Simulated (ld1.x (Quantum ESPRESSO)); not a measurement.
# Pseudopotential generation for Hf (Z = 72): ultrasoft, PBE, scalar-relativistic.

| Quantity | Value |
| --- | --- |
| Element | hafnium |
| Generator | ld1.x (Quantum ESPRESSO) 7.5 |
| Type | ultrasoft |
| Functional | PBE |
| Relativity | scalar-relativistic |
| Frozen core | [Xe] 4f14 |
| Valence charge | 4 |
| Reference configuration | 5d2 6s0 6p0 (charge +2) |
| Partial waves | 6s (bound, empty): rcut 2.65, rcutus 3.15 bohr; 6s channel at -0.9 Ry: rcut 2.65, rcutus 3.15 bohr; 6p (bound, empty): rcut 2.15, rcutus 3.00 bohr; 6p channel at -0.5 Ry: rcut 2.15, rcutus 3.00 bohr; 5d (bound): rcut 2.25, rcutus 3.10 bohr; 5d channel at 1.25 Ry: rcut 2.25, rcutus 3.10 bohr |
| Local potential | all-electron potential smoothed inside 3.15 bohr (lloc = -2) |
| Core correction | none |
| Augmentation charge | built from norm-conserving waves at rcut, not smoothed further |

Results:

```
Configuration tests                       : test run stopped at test 1 of 7 (negative rho)
Lowest eigenvalue of the overlap operator : 0.35 (s channel)
```

A Bessel basis up to 400 Ry misses an occupied level by 0.19 Ry, so cutoffs and ghosts were not judged.

Generation and tests took about 0.89 s on one core of a shared server CPU.
